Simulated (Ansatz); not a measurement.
Breaking the B1–H2 bond in CH6BN (SMILES BNC) (multiplicity 1 held, fragments rigid). Energies count from the point at 1.193 Å.
Geometry at that point (charge 0, multiplicity 1):
```xyz
9

B     -0.17378     0.16936     1.35985
H     -1.04663     0.51555     2.09588
H      0.90497    -0.15003     1.76047
N     -0.42136     0.13750    -0.00246
C      0.50466    -0.25211    -1.05319
H     -1.33201     0.40682    -0.34423
H      0.67789     0.56737    -1.75578
H      0.12956    -1.11044    -1.61689
H      1.45669    -0.52593    -0.60231
```

Restricted levels (R-, RO-) in cc, def2 and unpolarised 6-31G sets keep to the state of the molecule at rest. U- levels take the lowest unrestricted solution at each point, which mixes spins at long bonds. Active spaces are followed from a long bond inwards. Levels need not reach the same state.

Cores are frozen in the correlated methods.

Codes used: Ansatz (a quantum-chemistry and plane-wave program) with Gaussian orbitals. Each number belongs to the level named beside it.

Energies in eV.

```tsv
R (Å)	U-HF/cc-pVDZ	R-CCSD(T)/cc-pVDZ	SC-NEVPT2 on CASSCF(2,2)/cc-pVDZ	FIC-MRCISD+Q on CASSCF(2,2)/cc-pVDZ
0.954	1.18	1.22	1.25	1.22
1.074	0.25	0.28	0.29	0.28
1.193	0.00	0.00	0.00	0.00
1.312	0.12	0.10	0.08	0.10
1.432	0.46	0.40	0.36	0.40
1.611	1.14	1.02	0.96	1.02
1.790	1.89	1.69	1.61	1.69
2.088	2.96	2.71	2.60	2.71
2.386	3.46	3.49	3.36	3.48
2.744	3.70	4.07	3.95	4.08
3.221	3.79	4.32	4.33	4.47
3.818	3.82	4.15	4.48	4.62
```

Doubts at one or more of the structures used: a spin-contaminated determinant (U-HF/cc-pVDZ); a restricted determinant that unrestricted orbitals would lower (R-CCSD(T)/cc-pVDZ); other coupled-cluster roots lie near (R-CCSD(T)/cc-pVDZ); T1 above 0.05 (R-CCSD(T)/cc-pVDZ).
